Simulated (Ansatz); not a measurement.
Gas-phase electronic energies from Ansatz, PBE0-D4/def2-TZVP geometries. CCSD(T)/CBS is the MP2 limit (def2-TZVPP, def2-QZVPP) plus CCSD(T) − MP2 in def2-TZVPP, frozen cores. This one scheme is used for every species. Functionals use def2-TZVPP. For Ge outer-core shells are correlated without core-valence functions, which leaves a few kJ/mol of doubt a bond. Scalar relativity is left out up to krypton. One conformer a species, not always the lowest.

`[OH][GeH]([F])[F]` → F₂ + `[OH][GeH]`  (germylene formation by 1,1-elimination)

```tsv
level	ΔE (kJ/mol)	difference from CCSD(T)/CBS
BLYP-D4	719.6	-77.5
r2SCAN0-D4	820.5	23.4
PBE-QIDH	832.1	35.0
revPBE	713.5	-83.6
r2SCAN0	819.4	22.3
MP2/def2-SVP	825.9	28.8
CCSD/def2-SVP	784.6	-12.5
MP2/def2-TZVPP	842.8	45.7
MP2/def2-QZVPP	844.5	47.4
CCSD/CBS(def2)	806.4	9.3
CCSD(T)/CBS	797.1	0
```

Largest T1 diagnostic among the species: 0.016.

At CCSD(T), def2-SVP lies −23.3 kJ/mol from the extrapolated value and def2-TZVPP +0.2 kJ/mol. From PBE to PBE0 (25 % exact exchange), in def2-TZVPP and without D4, ΔE moves by +45.4 kJ/mol.
